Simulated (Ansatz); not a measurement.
Start from `[CH3][AlH][NH][SiH2]C` and change one atom or group to get `C[SiH2]NC=S`.

Ansatz, PBE0-D4/def2-TZVP geometries, multiplicity 1. Each molecule was computed in one conformer, which needn't be the lowest.

| property | `[CH3][AlH][NH][SiH2]C` |
| --- | --- |
| size of the dipole moment (ωB97M-V/def2-TZVPP) / D | 1.57 |
| HOMO energy (B3LYP/def2-TZVPP) / eV | -7.22 |
| LUMO energy (B3LYP/def2-TZVPP) / eV | -0.61 |
| HOMO–LUMO gap (PBE0/def2-TZVPP) / eV | 7.04 |
| LUMO energy (PBE/def2-TZVPP) / eV | -1.16 |
| HOMO energy (PBE0/def2-TZVPP) / eV | -7.44 |

(1) What does the change do to each property? (Best estimate.)

Answers

(1) The calculation gave: 
```tsv
property	`C[SiH2]NC=S`	shift
size of the dipole moment (ωB97M-V/def2-TZVPP) / D	3.39	1.82
HOMO energy (B3LYP/def2-TZVPP) / eV	-6.13	1.09
LUMO energy (B3LYP/def2-TZVPP) / eV	-1.43	-0.82
HOMO–LUMO gap (PBE0/def2-TZVPP) / eV	5.14	-1.90
LUMO energy (PBE/def2-TZVPP) / eV	-2.13	-0.97
HOMO energy (PBE0/def2-TZVPP) / eV	-6.38	1.06
```

With PBE0 the HOMO rises by 1.06 eV and the LUMO falls by 0.83 eV, so the gap narrows by about 1.89 eV. PBE moves the HOMO by 0.97 eV and ωB97M-V by 1.18 eV. Dipoles are sizes alone; their direction can turn.

B3LYP here is the variant with VWN-RPA as its local correlation; programs differ in this.
